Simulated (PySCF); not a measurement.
# Er(SH)3 at several levels of theory

Computed with PySCF 2.14.0 (density fitting, no spin-orbit coupling) at the geometry relaxed with B3LYP:

```xyz
7
Er(SH)3 (singlet in the valence; each metal's 4f electrons, 11 of them, lie in its core potential, out of spins and levels)
Er    0.0000    0.0000    0.8916
S     2.5331    0.4304    0.9157
H     2.8613   -0.8869    0.9041
S    -1.6393    1.9785    0.9157
H    -0.6626    2.9214    0.9041
S    -0.8938   -2.4090    0.9157
H    -2.1987   -2.0345    0.9041
```

```csv
level,basis,state,HOMO (eV),gap (eV),charge on Er1 (e),population of f-type functions on Er1 (polarisation alone where 4f lies in the core),dipole about the centre of mass (D),largest force component (eV/Å)
B3LYP,"Er lcecp-1-SVP with ECP57, S def2-SVP, H def2-SVP",singlet,-7.17,4.42,0.74,0.03,0.16,0.01
r2SCAN,the same,singlet,-6.60,3.71,0.83,0.03,0.17,0.11
```

In the lcecp rows the 4f levels are missing from HOMO and gap, and the state counts the valence alone.

Charges are Mulliken's, which hang on the basis. The relaxation used the grid (50, 194), these runs (75, 302) or, all-electron (x2c bases, spin-free X2C Hamiltonian), (99, 590).

Problem. A further run in the first row's basis gives HOMO (eV) -8.72, gap (eV) 7.05, charge on Er1 (e) 0.77, population of f-type functions on Er1 (polarisation alone where 4f lies in the core) 0.03, dipole about the centre of mass (D) 0.16, largest force component (eV/Å) 0.17. Which level was it?
A. wB97X
B. BLYP
C. CAM-B3LYP

Solution. C. The others give HOMO -6.04 eV (BLYP); -9.84 eV (wB97X).

In the first row's basis the gap widens with exact exchange: 2.9 to 3.7 eV for BLYP, r2SCAN (none); 4.4 eV for B3LYP (a fixed share); 7.0 to 9.1 eV for CAM-B3LYP, wB97X (rising or full at long range).

An lcecp potential fixes the number of 4f electrons, so in runs with it no electron can move into or out of that shell.
